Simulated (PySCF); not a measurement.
Species: C6H10O2Si.
Numbering: `[CH3:1][CH2:2][C:3]1=[CH:4][O:5][SiH2:6][CH:7]=[CH:8][O:9]1`

Cartesian coordinates in Å at the GFN2-xTB level; atoms count from 1:
```xyz
19
C6H10O2Si angstrom
C      2.6020   -0.1682    0.7857
C      2.0056    0.1557   -0.5845
C      0.4966    0.0769   -0.5518
C     -0.1196   -1.0159   -1.0007
O     -1.4360   -1.3018   -1.0825
Si    -2.6510   -0.8442   -0.0964
C     -2.3597    0.9003    0.5017
C     -1.2089    1.5707    0.4403
O      0.0153    1.2522   -0.0247
H      2.1980    0.5017    1.5406
H      2.3675   -1.1916    1.0692
H      3.6827   -0.0511    0.7634
H      2.3968   -0.5345   -1.3305
H      2.2859    1.1719   -0.8663
H      0.4956   -1.8150   -1.3949
H     -3.7829   -0.9711   -1.0028
H     -2.6781   -1.7517    1.0548
H     -3.1794    1.4356    0.9563
H     -1.1402    2.5894    0.8157
```

Definitions: NICS(0) = −σiso at the ring centroid; NICS(1) = −σiso and NICS(1)zz = −σzz at ±1 Å along the ring normal z. Level: GIAO PBE0/pcSseg-1 (PySCF, non-relativistic, gas phase) on the GFN2-xTB geometry, one conformer.

Ring bond lengths (Å), with Mayer bond orders in brackets: C3–C4 1.332 (1.76), C4–O5 1.350 (0.93), O5–Si6 1.630 (0.92), Si6–C7 1.867 (0.87), C7–C8 1.333 (1.83), C8–O9 1.348 (1.05), O9–C3 1.375 (0.92).

Q: What do the NICS probes read (ppm)?

A: 
```tsv
ring	type	NICS(0)	NICS(1), two faces	NICS(1)zz, two faces	rms pucker (Å)	centre to ring atoms, mean (Å)
C3–C4–O5–Si6–C7–C8–O9	7-membered ring with 2 O and Si; formal bonds all aromatic	0.5	0.1 / -0.8	4.0 / 3.1	0.12	1.67
```

Q: What can be read from them?

A: 
- C3–C4–O5–Si6–C7–C8–O9: mean NICS(1)zz 3.5 ppm, deshielded. Si6 has four or more neighbours; no verdict on aromaticity is drawn.

Q: What are the shieldings of the ring atoms and their hydrogens in the same run (means over atoms taken as equivalent)?

A: 
```
   atoms                    environment  σ isotropic (ppm)  principal values of the symmetric part, first atom (ppm)
      C3  vinylic carbon bearing oxygen               41.6                                         -34.6, 67.8, 91.5
      C4  vinylic carbon bearing oxygen               58.7                                        -14.5, 88.1, 102.4
      O5             silyl ether oxygen              252.2                                       193.7, 247.5, 315.3
     Si6           oxygen-bound silicon              372.5                                       323.0, 358.6, 436.0
      C7               alkene CH carbon               87.6                                        -9.6, 113.3, 159.2
      C8  vinylic carbon bearing oxygen               21.9                                         -94.8, 62.0, 98.6
      O9            cyclic ether oxygen              131.6                                         47.3, 96.2, 251.2
     H15               vinylic hydrogen              25.79                                          20.9, 25.9, 30.5
H16 (×2)                  Si–H hydrogen              26.59                                          22.8, 24.8, 32.7
     H18               vinylic hydrogen              27.26                                          25.9, 27.7, 28.1
     H19               vinylic hydrogen              24.61                                          20.6, 25.1, 28.1
```
